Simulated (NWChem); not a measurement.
Species: CH6F2Si2; SMILES FC(F)([SiH3])[SiH3]

```xyz
11

F      0.0000    -1.1236    -1.1911
C      0.0000     0.0000    -0.3641
F      0.0000     1.1236    -1.1911
Si     1.6650     0.0000     0.6228
Si    -1.6650     0.0000     0.6228
H      1.7184     1.2292     1.4833
H      1.7184    -1.2292     1.4833
H      2.7902     0.0000    -0.3688
H     -2.7902     0.0000    -0.3688
H     -1.7184     1.2292     1.4833
H     -1.7184    -1.2292     1.4833
```
Atoms are numbered in this order, from 1.

Results from NWChem. Pople sets run with spherical d functions. STO-3G and 3-21G are far too small for this property and stand as cheap habits. Structure relaxed at the PBE-D3(BJ)/def2-SVP level. B3LYP is NWChem's, with the RPA form of VWN correlation. Field at 589 nm.

```tsv
level	isotropic polarisability (bohr³)	anisotropy (bohr³)
B3LYP/STO-3G	32.2	8.2
B3LYP/6-31G*	58.8	15.6
B3LYP/def2-SVP	___	___
```

Problem. Fill in the missing entries.

Solution. 
- B3LYP/def2-SVP, isotropic polarisability (bohr³): 63.6
- B3LYP/def2-SVP, anisotropy (bohr³): 15.1
